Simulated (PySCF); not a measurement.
# Computed records: AlGeH3O, B2GeH5

All values are calculated (PySCF 2.14.0). Calculation on a computer-drawn molecule: optimised geometry and harmonic frequencies of an isolated molecule of the commonest isotopes, restricted reference for singlets and unrestricted otherwise, frozen core in MP2; on germanium a core potential holds 10 electrons, which the energies leave out, and 3d is frozen in MP2 and coupled-cluster steps.

Common to all runs: multiplicity 1; basis and core potential on germanium cc-pVDZ-PP ECP10MDF.

(1) AlGeH3O

Start structure:
```xyz
6
AlGeH3O
Al    -0.0913     0.6445    -3.5652
O      0.8207     0.2657    -2.2654
Ge     1.8137    -0.2074    -0.8242
H      3.0729    -0.7622    -1.3072
H      0.9614    -1.1987     0.0185
H      1.9591     1.0364    -0.0961
```

It was run with charge 0, method HF and basis cc-pV(D+d)Z.

Results for AlGeH3O: rotational constants 79.41, 1.977, 1.977 GHz; total energy -611.9710 hartree; convergence status largest gradient component 2.06e-05 hartree/bohr.

Drawn bonds:
```csv
atom,other atom,order
1,2,1
2,3,1
3,4,1
3,5,1
3,6,1
```

Optimised structure:
```xyz
6
AlGeH3O
Al    -0.1108     0.6433    -3.6146
O      0.8043     0.2369    -2.2571
Ge     1.7630    -0.1879    -0.8352
H      3.0896    -0.7879    -1.3054
H      0.9791    -1.2087    -0.0079
H      2.0112     1.0825    -0.0194
```

Modes:
```csv
frequency (cm⁻¹),reduced mass (dalton)
95.26,7.731
95.28,7.732
441.7,26.45
707.6,1.126
707.7,1.126
926.5,1.395
956.5,1.023
956.5,1.023
1071,3.288
2229,1.024
2229,1.024
2255,1.011
```

(2) AlGeH3O

Start structure:
```xyz
6
AlGeH3O
Al    -0.1108     0.6433    -3.6146
O      0.8043     0.2369    -2.2571
Ge     1.7630    -0.1879    -0.8352
H      3.0896    -0.7879    -1.3054
H      0.9791    -1.2087    -0.0079
H      2.0112     1.0825    -0.0194
```

Here we set charge 0, method MP2 and basis cc-pV(D+d)Z.

The calculation gives: rotational constants 78.87, 1.916, 1.916 GHz; total energy -612.3029 hartree; convergence status largest gradient component 2.081e-05 hartree/bohr.

Drawn bonds:
```csv
atom,other atom,order
1,2,1
2,3,1
3,4,1
3,5,1
3,6,1
```

Optimised structure:
```xyz
6
AlGeH3O
Al    -0.1325     0.6528    -3.6467
O      0.7947     0.2412    -2.2713
Ge     1.7713    -0.1915    -0.8230
H      3.1009    -0.7929    -1.2970
H      0.9831    -1.2152     0.0049
H      2.0188     1.0838    -0.0066
```

Modes:
```csv
frequency (cm⁻¹),reduced mass (dalton)
64.64,8.157
64.74,8.155
415.9,26
662.5,1.117
662.6,1.117
883.7,1.363
905.4,1.022
905.4,1.022
1015,3.493
2197,1.024
2197,1.024
2204,1.011
```

(3) B2GeH5

Start structure:
```xyz
8
B2GeH5
B      1.2971     0.9422    -0.9424
B      0.2892     1.7001    -0.0239
Ge     1.6337     0.5121     1.3466
H      2.0334     0.4460    -1.6767
H     -0.5479     2.2621     0.4720
H      1.9898     1.7050     2.2244
H      2.7085    -0.3822     1.1678
H      0.4395    -0.1945     2.0297
```

Settings of this run: charge 1, method HF and basis cc-pVDZ.

The calculation gives: rotational constants 27.3, 3.368, 3.119 GHz; total energy -345.2821 hartree; convergence status largest gradient component 2.197e-05 hartree/bohr.

Drawn bonds:
```csv
atom,other atom,order
1,2,1
2,3,1
1,4,1
2,5,1
3,6,1
3,7,1
3,8,1
```

Optimised structure:
```xyz
8
B2GeH5
B      1.2437     1.0477    -1.4584
B      0.6201     1.4033     0.0684
Ge     1.5156     0.5357     1.8056
H      1.7559     0.7338    -2.4732
H     -0.3134     2.1351     0.1689
H      1.9636     1.7395     2.6216
H      2.6803    -0.3630     1.4136
H      0.3774    -0.2413     2.4510
```

Modes:
```csv
frequency (cm⁻¹),reduced mass (dalton)
33.82,1.213
136.3,2.917
445,1.042
449,2.859
504.3,1.258
570.3,1.181
770,1.243
825.4,1.587
853.1,1.348
927,1.755
942.8,1.31
958.8,1.027
966.6,1.256
2273,1.02
2275,1.015
2276,1.024
2795,1.092
2934,1.104
```
